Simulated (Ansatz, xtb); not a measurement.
# Ranking isomers of C5H7BS

4 gas-phase structures of C5H7BS, from a drawn sample of its isomers (lower ones may exist). Each was relaxed with GFN2-xTB:

A. `Bc1cc(C)cs1`, a singlet
B. `Bc1ccc(C)s1`, a singlet
C. `Bc1cscc1C`, a singlet
D. `Bc1csc(C)c1`, a singlet

Task: Which do you expect lowest at r2SCAN-D4/def2-SVP, and how would the others follow?

Result: Calculated order at r2SCAN-D4/def2-SVP: B (0.0), A (1.2), D (5.0), C (5.4) kcal/mol. Less than 1 kcal/mol parts D and C, so the order within that pair means little.

Energies above the lowest of each column, in kcal/mol; the last columns are at B3LYP/def2-SVP geometries:

| structure | GFN2-xTB | HF/STO-3G | r2SCAN-D4/def2-SVP | B3LYP/def2-SVP | CCSD(T)/def2-SVP + ΔMP2/def2-TZVPP |
| --- | --- | --- | --- | --- | --- |
| B | 0.1 | 0.0 | 0.0 | 0.0 | 0.0 |
| A | 0.0 | 0.4 | 1.2 | 1.0 | 0.5 |
| D | 2.5 | 1.5 | 5.0 | 4.4 | 3.8 |
| C | 2.2 | 2.2 | 5.4 | 5.0 | 3.7 |

Every level run on B puts it lowest or level with the lowest. CCSD(T)/def2-SVP + ΔMP2/def2-TZVPP orders those it was run on as B (0.0), A (0.5), C (3.7), D (3.8) kcal/mol. Less than 1 kcal/mol parts B and A; C and D, so the order within those pairs means little. Some further structures that were screened fall inside this span and aren't listed. Flexible structures stand in one conformer each, not always the lowest. ΔMP2 is the change of the MP2 energy from the smaller to the larger basis.

Over these structures GFN2-xTB departs from r2SCAN-D4/def2-SVP by 1.2 kcal/mol on average once a common shift is removed. A GFN2-xTB relaxation took about 0.09 s and the r2SCAN-D4/def2-SVP energy about 1.6 s on a shared host (Ansatz 0.2.0, xtb 6.7.1).
